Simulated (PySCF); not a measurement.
(1R)-1-chloro-1-fluoro-2-methylpropane (C4H8ClF), SMILES CC(C)[C@H](F)Cl.

Coordinates come from a PBE0-D3(BJ)/def2-SVP optimisation. Other conformers were not sampled.

Two levels are set side by side: PBE/def2-TZVP (PySCF) and PBE0/def2-TZVP (PySCF). Same geometry, gas phase. Differences are taken from unrounded values.

```
quantity                      PBE0
---------------------------  -----
orbital gap (eV)              9.44
highest occupied level (eV)  -8.58
lowest empty level (eV)       0.86
dipole moment (D)             2.20
mean polarisability (bohr³)   61.6
```

**Question.** What does PBE give, and how far is it from PBE0? (An estimate is asked for; the answer gives what the named calculation found.)

**Answer.** 
```json
[
 {"quantity": "orbital gap (eV)", "PBE": "6.85", "PBE minus PBE0": "-2.59"},
 {"quantity": "highest occupied level (eV)", "PBE": "-7.13", "PBE minus PBE0": "1.44"},
 {"quantity": "lowest empty level (eV)", "PBE": "-0.28", "PBE minus PBE0": "-1.15"},
 {"quantity": "dipole moment (D)", "PBE": "2.09", "PBE minus PBE0": "-0.11"},
 {"quantity": "mean polarisability (bohr³)", "PBE": "63.7", "PBE minus PBE0": "2.1"}
]
```

Without exact exchange PBE keeps part of each electron's self-repulsion, which lifts occupied levels and narrows the gap. PBE's more diffuse valence density responds more strongly to a field. Differences between two approximate levels are no errors against the true value.

Rough cost on one machine, each run with all the roots and properties that it gave: PBE0 against PBE within a factor of 2.
